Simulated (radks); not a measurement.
Results of a calculation; reference values are marked as such.
Question: These are the eigenvalues of the occupied orbitals of an atom or ion with whole-number occupations (eV). Level of theory: scalar-relativistic Kohn-Sham, r2SCAN, spin-polarised, spherical densities, finite nucleus; meta-GGA in the generalised Kohn-Sham scheme; Fermi nuclear charge, rms radius of each element as measured or else 0.836 A^(1/3) + 0.57 fm (a radial shooting solver on a logarithmic mesh with Libxc functionals).

| orbital | eigenvalue |
|---|---|
| 1s | -29084.81 |
| 2s | -4421.256 |
| 2p | -3967.787 |
| 3s | -873.6548 |
| 3p | -724.3841 |
| 3d | -495.0495 |
| 4s | -155.0188 |
| 4p | -109.7575 |
| 4d | -43.9965 |
| 5s | -26.2604 |

Which element is it, and in what charge state? The configuration may be excited. Open shells, if any, are filled with parallel spins first.

Answer: Z = 50, tin, charge +2: Sn2+ in [Kr] 4d10 5s2. The list shows which subshells hold electrons but not how many an open one holds; the 1s level, -1068.8 hartree, gives Z - s = 46.2 by -(Z - s)^2/2, which with screening and relativity narrows Z to a few neighbours, and the depths of the outer levels then fix element, charge and occupations together.
